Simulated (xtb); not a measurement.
xtb input:

```bash
xtb mol.xyz --gfn 2 --ohess tight --chrg 0 --uhf 0
```
mol.xyz:
```
3

Zn    -0.03767460    -0.03900314    -0.01987438
F     -0.17856904     1.21701293    -1.13330412
F      0.17253471    -1.24534062     1.14009117
```

Problem. What final total energy does it print?

Solution. -10.04553 Eh (GFN2-xTB).
